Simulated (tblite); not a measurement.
C6H9SSi (doublet state).
SMILES with atom numbers: `[SiH3:1][S:2][C@:3]12[C@@H:4]3[CH:5][C@H:6]1[CH2:7][C@H:8]23` (hydrogens: H9, H10, H11 on Si1; H12 on C4; H13 on C5; H14 on C6; H15, H16 on C7; H17 on C8)

Structure used (GFN2-xTB), in Å, numbered top down from 1:
```
atom  x, y, z in Å
Si1    2.6946    0.2198    0.8630
S2     0.9901    1.5097    1.1204
C3    -0.2188    0.5327    0.2990
C4    -0.8563   -0.8211    0.6936
C5    -0.4400   -1.3577   -0.5986
C6    -0.3945    0.0269   -1.1777
C7    -1.8620    0.4905   -1.1055
C8    -1.7018    0.4151    0.4019
H9     2.9010    0.0243   -0.5665
H10    3.7547    0.9766    1.5018
H11    2.4004   -1.0452    1.5247
H12   -0.8662   -1.3039    1.6554
H13    0.2998   -2.1223   -0.7386
H14    0.2332    0.2810   -2.0234
H15   -2.5965   -0.1721   -1.5630
H16   -2.0020    1.5127   -1.4487
H17   -2.3428    0.8453    1.1525
```

Calculated harmonic vibrations of the isolated species, GFN2-xTB (tblite), most abundant isotopes, no scaling. Errors from tens to a few hundred cm⁻¹ against measured bands are possible. Modes of hydrogen on silicon can be 10 to 20 % off. One conformer, not necessarily the lowest. Open shells enter through the occupations alone, without spin polarisation, and single modes of such species can be off by tens of per cent.

Harmonic wavenumbers (cm⁻¹): 39.8, 89.9, 111.5, 191.7, 233.9, 361.7, 419.5, 467.0, 508.7, 531.4, 568.5, 606.0, 712.1, 737.3, 739.4, 760.4, 783.2, 832.5, 869.4, 900.2, 948.8, 975.8, 1004.7, 1006.5, 1024.0, 1030.5, 1069.5, 1079.9, 1118.8, 1169.1, 1173.9, 1207.2, 1237.1, 1293.0, 1356.3, 1466.5, 2308.7, 2320.7, 2379.7, 2986.8, 3020.0, 3036.9, 3102.2, 3110.7, 3132.3.

A = 3051, B = 1086, C = 961.7 MHz; mass 141.019 u (most abundant isotopes); point group C1, symmetry number 1; spin multiplicity 2.

Task: What is the zero-point energy?

Result: Half the sum of the wavenumbers: 27012 cm⁻¹ = 323.13 kJ/mol.

Task: Entropy at 273.15 K, 1 bar (ideal gas, RRHO, classical rotation)?

Result: Translation 168.76, rotation 120.25, vibration 90.30, spin (R ln 2) 5.76: S = 385.1 J/(mol K).

Task: And Cp and H(273.15 K) − H(0)?

Result: Cp = 138.90 J/(mol K), of which vibrations give 105.64 (their classical limit is 45 R = 374.2); H(273.15 K) − H(0) = 22.34 kJ/mol without the zero-point energy, 13.25 from vibrations.

Task: What must be added to the electronic energy to get the Gibbs energy at 273.15 K and 1 bar?

Result: ZPE + [H(273.15 K) − H(0)] − T·S = 323.13 + 22.34 − 105.18 = 240.29 kJ/mol.

Task: Blend soft modes into free rotors: weight 1/[1 + (100 cm⁻¹/ν̃)⁴] for the oscillator and the rest for a rotor with moment μB/(μ + B), μ = h/(8π²ν), B = 10⁻⁴⁴ kg m². What vibrational entropy results?

Result: 82.39 J/(mol K) in place of 90.30, which changes −T·S at 273.15 K by +2.16 kJ/mol.

Hindered rotation and anharmonicity are outside this model. Other conformers, if any are populated, would add a mixing term that is left out. The structure is chiral; the term R ln 2 for an equal mix with its mirror image is left out.
